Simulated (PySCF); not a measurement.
An equivalent PySCF input for Kr²⁺ (krypton, charge +2), [Ar] 3d10 4s2 4p4, high-spin 3P determinant, with scalar relativity by spin-free X2C-1e:

```python
from pyscf import gto, scf, dft, mp, cc
import basis_set_exchange as bse
mol = gto.M(atom="Kr 0 0 0", charge=2, spin=2, symmetry="D2h",
            basis=gto.basis.parse(bse.get_basis("aug-cc-pVDZ-DK", elements=["Kr"], fmt="nwchem", header=False)),
            nucmod="G")
mf = scf.UHF(mol).sfx2c1e()
mf.irrep_nelec = {'Ag': (6, 6), 'B1g': (1, 1), 'B2g': (1, 1), 'B3g': (1, 1), 'B1u': (3, 2), 'B2u': (3, 3), 'B3u': (3, 2)}
mf.kernel()
```

It reaches the same state as the run whose output follows, and the same energy. The run itself started from symmetry-adapted Hartree-Fock orbitals and held the occupation by maximum overlap, so the iterations belong to that start.

```
SCF conv_tol = 1e-09
number electrons alpha = 18  beta = 16
cycle= 1 E= -2786.71458002684  delta_E= -0.00351  |g|= 0.0215  |ddm|= 0.0678
cycle= 2 E= -2786.71486912741  delta_E= -0.000289  |g|= 0.00627  |ddm|= 0.0204
cycle= 3 E= -2786.71489678942  delta_E= -2.77e-05  |g|= 0.000265  |ddm|= 0.0103
cycle= 4 E= -2786.71489686214  delta_E= -7.27e-08  |g|= 3.78e-05  |ddm|= 0.00163
cycle= 5 E= -2786.71489686341  delta_E= -1.27e-09  |g|= 6.66e-06  |ddm|= 0.00023
cycle= 6 E= -2786.71489686344  delta_E= -3.23e-11  |g|= 1.24e-06  |ddm|= 3.77e-05
converged SCF energy = -2786.71489686344  <S^2> = 2.0056289  2S+1 = 3.0037503
```
